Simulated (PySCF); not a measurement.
Species: C₆H₉O₂ (charge -1).
Z-matrix (Å and degrees, GFN2-xTB geometry), rows numbered from 1:
```
C 
C   1  1.5242
C   2  1.5295  1  111.69
C   3  1.4980  2  111.85  1  -179.55
C   4  1.3251  3  124.87  2   122.60
C   5  1.5484  4  128.06  3    -4.43
O   6  1.2429  5  113.44  4  -156.35
O   6  1.2430  5  118.35  4    23.37
H   1  1.0875  2  109.92  3    60.51
H   1  1.0894  2  110.53  3   -58.83
H   1  1.0903  2  111.13  3  -179.22
H   2  1.0925  1  109.39  3  -120.75
H   2  1.0964  1  109.47  3   121.71
H   3  1.0974  2  108.76  1    59.61
H   3  1.0915  2  110.90  1   -59.63
H   4  1.0945  3  114.72  2   -57.07
H   5  1.0867  4  119.33  3  -179.01
```

The geometry is computed with GFN2-xTB (gas phase).

Masses are those of the commonest isotopes; rigid-rotor values at the optimised geometry. The values belong to one conformer with, in the numbering `[CH3:1][CH2:2][CH2:3]/[CH:4]=[CH:5]\[C:6](=[O:7])[O-:8]`, C1–C2–C3–C4 180°, C2–C3–C4–C5 123°.

(1) Give the principal moments of inertia and the rotational constants in cm⁻¹.

(2) What kind of rotor is it?

(3) What does the inertial defect say?

(4) Where do the levels up to J = 5 lie, in MHz?

(5) Estimate the classical rotational partition function at 10 K, 100 K and 298.15 K.

## Answers

(1) Ia = 113.23, Ib = 521.89, Ic = 583.80 u·Å²; 505379 MHz·u·Å²/I gives 4463, 968.4 and 865.7 MHz, that is A = 0.14888, B = 0.03230, C = 0.02888 cm⁻¹.

(2) A near-prolate asymmetric top; Ray's κ = -0.943.

(3) Not planar: Δ = Ic − Ia − Ib = -51.31 u·Å². For a rigid frame Δ = −2 Σ m c², so Σ m c² = 25.66 u·Å² lies off the ab plane: 6.81 from hydrogen and 18.85 from heavier atoms. The atom farthest from that plane is 1.54 Å away.

(4) Above 0(0,0):
J = 1: 1(0,1) 1834, 1(1,1) 5329, 1(1,0) 5432
J = 2: 2(0,2) 5500, 2(1,2) 8894, 2(1,1) 9203, 2(2,1) 19688, 2(2,0) 19690
J = 3: 3(0,3) 10993, 3(1,3) 14241, 3(1,2) 14857, 3(2,2) 25190, 3(2,1) 25201, 3(3,1) 42923, 3(3,0) 42923
J = 4: 4(0,4) 18307, 4(1,4) 21368, 4(1,3) 22394, 4(2,3) 32524, 4(2,2) 32558, 4(3,2) 50264, 4(3,1) 50264, 4(4,1) 75084, 4(4,0) 75084
J = 5: 5(0,5) 27433, 5(1,5) 30272, 5(1,4) 31811, 5(2,4) 41690, 5(2,3) 41767, 5(3,3) 59441, 5(3,2) 59442, 5(4,2) 84260, 5(4,1) 84260, 5(5,1) 116172, 5(5,0) 116172
Those of J = 1 are B + C, A + C and A + B.

(5) Point group C1, symmetry number σ = 1; q = (√π/σ)·√((kT/h)³/(ABC)), k/h = 20836.6 MHz/K: 2760 at 10 K, 87200 at 100 K, 449000 at 298.15 K.

Whether it is a minimum is left open (no frequencies). Zero-point vibration and centrifugal distortion are left out.
